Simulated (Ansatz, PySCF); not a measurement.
This PySCF input computes a CAM-B3LYP/def2-TZVPD energy:

```python
from pyscf import gto, scf, dft

mol = gto.M(
    atom='''
    Si    0.11392264   -0.15471532    0.02677592
    F    -0.12238928   -0.58232632    1.49969751
    F    -0.53248379   -1.16323638   -0.96048810
    O    -0.93789024    1.25849663   -0.20427107
    O     1.48617822    0.52119795   -0.35006301
    H    -0.57392014    2.15562744   -0.31457094
    H     2.38184111    0.26799675   -0.10005937
    H    -1.89528392    1.21489799   -0.37844449
    ''',
    basis='def2-tzvpd',
    charge=1,
    spin=0,
    verbose=4,
)

mf = dft.RKS(mol, xc='camb3lyp').density_fit(auxbasis='def2-universal-jkfit')
mf.grids.level = 3
mf.conv_tol = 1e-9
mf.max_cycle = 100
mf.max_memory = 1500
mf.kernel()
if not mf.converged:
    mf = mf.newton()
    mf.kernel(mf.make_rdm1())
mf.analyze()
```

**Question.** Write an input for the same energy in Ansatz (a first-principles code) and say what it gives.

**Answer.** 
Ansatz 0.2 input:
```yaml
crystal:
  periodic: [false, false, false]
  atoms:
    - {symbol: Si, position_ang: [0.11392264, -0.15471532, 0.02677592]}
    - {symbol: F, position_ang: [-0.12238928, -0.58232632, 1.49969751]}
    - {symbol: F, position_ang: [-0.53248379, -1.16323638, -0.96048810]}
    - {symbol: O, position_ang: [-0.93789024, 1.25849663, -0.20427107]}
    - {symbol: O, position_ang: [1.48617822, 0.52119795, -0.35006301]}
    - {symbol: H, position_ang: [-0.57392014, 2.15562744, -0.31457094]}
    - {symbol: H, position_ang: [2.38184111, 0.26799675, -0.10005937]}
    - {symbol: H, position_ang: [-1.89528392, 1.21489799, -0.37844449]}
basis:
  gaussian:
    orbitals: def2-TZVPD
hamiltonian:
  xc: {name: CAM-B3LYP}
total_charge: 1
output: {forces: true}
```
It gives -641.45688 Eh, and PySCF -641.45696 Eh, a difference of 0.08 mEh, from the treatment of integrals and grids.

It need not be the lowest isomer of its formula.
